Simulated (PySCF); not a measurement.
Work out the structure from these simulated measurements.

Formula: C3H9BrSi2.

| Property | Result |
| --- | --- |
| 13C NMR | chemical shifts (computed TMS as zero) by class: 145.8 (1 C), 142.8 (1 C), -1.1 (1 C) ppm [GIAO PBE0/pcSseg-1] |
| Rotational structure | rotational constants A, B, C: 2.072, 0.784, 0.595 GHz [PBE0-D3(BJ)/def2-SVP] |
| Polarisability | 112.8 au [B3LYP/def2-SVPD] |
| UV, first state | lowest singlet excitation: 6.40 eV (194 nm, f = 0.007) [TDDFT B3LYP/def2-SVPD] |
| Triplet | lowest triplet excitation (Tamm–Dancoff): 4.27 eV [TDA B3LYP/def2-SVPD] |
| Valence photoelectron | vertical ionisation energy: 9.60 eV [ΔSCF B3LYP/def2-SVPD] |

Electronic properties: PySCF, gas phase, density fitting. Levels stand in brackets. Isolated species at its PBE0-D3(BJ)/def2-SVP geometry (one conformer only). Relativistic effects, spin–orbit coupling among them, are left out although an element past zinc is present. Each NMR value is the plain mean over a class of atoms that symmetry, rotation or inversion makes alike.

Problem. What is the compound? Reason from the data.

Solution. Numbering: `[CH2:1]=[CH:2][SiH2:3][CH2:4][SiH2:5][Br:6]`. Its formula, C3H9BrSi2, gives 1 degree of unsaturation: 0 rings and 1 π bond in the structure found. 3 carbons fall into 3 classes; from least to most shielded: terminal =CH2 carbon [C1] (145.8 ppm), alkene CH carbon [C2] (142.8 ppm), sp3 carbon bound to silicon [C4] (-1.1 ppm). The first electron is taken from the HOMO, whose largest Löwdin shares are 0.33 on the terminal =CH2 carbon, 0.33 on the alkene CH carbon, 0.07 on an SiH2 silicon and 0.06 on the bromine bonded to Si. The optimised geometry has point group C1 and is an asymmetric top. Structure: `C=C[SiH2]C[SiH2]Br`. The assignments are read from this structure; whether some other isomer fits the data as well wasn't checked.

Conformer computed: `[CH2:1]=[CH:2][SiH2:3][CH2:4][SiH2:5][Br:6]`: C1–C2–Si3–C4 -122°, C2–Si3–C4–Si5 -77°, Si3–C4–Si5–Br6 66°.
